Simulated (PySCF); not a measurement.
CH₂Cl, SMILES [CH2]Cl (connectivity only; charge and spin as stated), charge +1, multiplicity 1.

The structure is a stationary point at PBE-D3(BJ)/def2-TZVP. The spin state was assumed, not searched. The isomer is the one that the SMILES or the coordinates give; other isomers of the formula were not compared.

Calculation: PBE-D3(BJ)/def2-TZVP (PySCF 2.14.0).

Frequencies are harmonic and unscaled.

Question: Estimate the vibrational spectrum. (An estimate is asked for; the answer gives what the named calculation found.)

Answer: 
```
mode  ν (cm⁻¹)  IR (km/mol)  Raman (Å⁴/amu)  depolarisation  moving atoms (share of kinetic energy)
----  --------  -----------  --------------  --------------  --------------------------------------
1         1015          0.1             1.3            0.75                          H 83 %, C 14 %
2         1034         78.5            17.2            0.21                 C 59 %, Cl 28 %, H 13 %
3         1105         26.6             0.1            0.75                          H 77 %, C 23 %
4         1421          0.2             2.4            0.75                          H 87 %, C 13 %
5         3007         16.1            82.4            0.09                                  H 96 %
6         3143         48.4            40.0            0.75                          H 88 %, C 12 %
```
